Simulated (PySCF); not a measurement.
Magnetisability and related constants of SMILES C=CN(C)B(N)N, C3H10BN3

Method used: GIAO HF/pcSseg-1 magnetisability, rotational g tensor and spin-rotation constants, non-relativistic, gas phase (PySCF 2.14.0). Geometry: GFN2-xTB.

Input:
```
{"job": {"kind": "mag", "xc": "HF", "basis": "pcSseg-1", "isotopologues": 2}, "charge": 0, "multiplicity": 1}
C      2.170341     1.155859     0.472951
C      1.084934     0.957195    -0.273163
N      0.164813    -0.059410    -0.166924
C      0.393550    -1.018332     0.891188
B     -0.988482    -0.148882    -1.035691
N     -2.117298    -0.908565    -0.647372
N     -1.007561     0.502508    -2.288608
H      2.799994     2.006805     0.287182
H      2.474371     0.510231     1.275561
H      0.846687     1.672897    -1.047128
H     -0.303638    -1.845631     0.793488
H      0.272424    -0.559520     1.878666
H      1.408823    -1.418576     0.820451
H     -2.934562    -0.971291    -1.225713
H     -2.278985    -1.221830     0.291098
H     -1.793958     0.446184    -2.908657
H     -0.198451     0.912388    -2.715426
```
Coordinates are in Å.

Command: `OMP_NUM_THREADS=1 python excited_run.py task.json out`

(1) What does the run print?

## Answers

(1) Atoms count from 0.
```
final grid: 131528 points
cycle   1  E = -307.4228999766  dE =  1.592e+00  |g| = 4.981e-01  |ddm| = 3.414e+00
cycle   2  E = -307.4980813101  dE = -7.518e-02  |g| = 1.712e-01  |ddm| = 5.094e-01
cycle   3  E = -307.5052658535  dE = -7.185e-03  |g| = 7.349e-02  |ddm| = 1.729e-01
cycle   4  E = -307.5067382179  dE = -1.472e-03  |g| = 1.333e-02  |ddm| = 7.558e-02
cycle   5  E = -307.5067868767  dE = -4.866e-05  |g| = 3.865e-03  |ddm| = 1.311e-02
cycle   6  E = -307.5067947304  dE = -7.854e-06  |g| = 1.332e-03  |ddm| = 6.473e-03
cycle   7  E = -307.5067958582  dE = -1.128e-06  |g| = 4.210e-04  |ddm| = 2.666e-03
cycle   8  E = -307.5067960058  dE = -1.476e-07  |g| = 1.546e-04  |ddm| = 1.061e-03
cycle   9  E = -307.5067960200  dE = -1.420e-08  |g| = 4.088e-05  |ddm| = 3.417e-04
cycle  10  E = -307.5067960214  dE = -1.399e-09  |g| = 1.432e-05  |ddm| = 1.064e-04
cycle  11  E = -307.5067960216  dE = -1.471e-10  |g| = 3.654e-06  |ddm| = 3.672e-05
converged SCF energy = -307.5067960216

Magnetisability tensor (1e-30 J/T^2)
    -1211.01       68.05       54.55
       68.05    -1225.00      -62.09
       54.55      -62.09    -1242.00
isotropic -1226.00   principal values   -1349.79  -1178.65  -1149.56
isotropic susceptibility -73.832 1e-6 cm^3/mol

Inertial axes            a          b          c
rot. const./GHz      4.4375     1.8940     1.3676
chi total           -69.865    -70.533    -81.096
chi diamagnetic    -381.460   -741.338  -1002.097
chi paramagnetic    311.594    670.805    921.001
quadrupole/D A        2.363      6.801     -9.163
g nuclear            0.6378     0.5901     0.5997
g electronic        -0.6496    -0.5969    -0.5917
g total             -0.0118    -0.0068     0.0079

Spin-rotation constants (kHz, H = +C I.J)
atom  isotope        aa         bb         cc
  2    14N        0.277      0.163      0.041
  4    11B        1.196      0.458      0.215
  5    14N        0.201      0.086      0.053
  6    14N        0.235      0.070      0.052
  7     1H       -0.144     -0.012     -0.153
  8     1H       -0.345      0.078     -0.158
  9     1H       -0.398      0.157     -0.136
 10     1H       -0.081     -0.104     -0.135
 11     1H       -0.342     -0.153     -0.027
 12     1H       -0.180     -0.192     -0.045
 13     1H        0.088     -0.210     -0.176
 14     1H       -0.484      0.000     -0.150
 15     1H        0.058     -0.194     -0.176
 16     1H       -0.282     -0.078     -0.152
  0    13C*       1.039      0.657      0.160
  1    13C*       1.421      0.970      0.219
  3    13C*       0.745      0.253      0.199
* in the singly substituted isotopologue

Isotopologues: g along a, b, c
2H    at 7,8,9,10,11,12    -0.0093    -0.0057     0.0067
13C   at 0                 -0.0118    -0.0065     0.0078
```

It took 9.8 s wall time on 1 thread of an Arm Neoverse V2, shared host, peak memory 0.73 GiB.
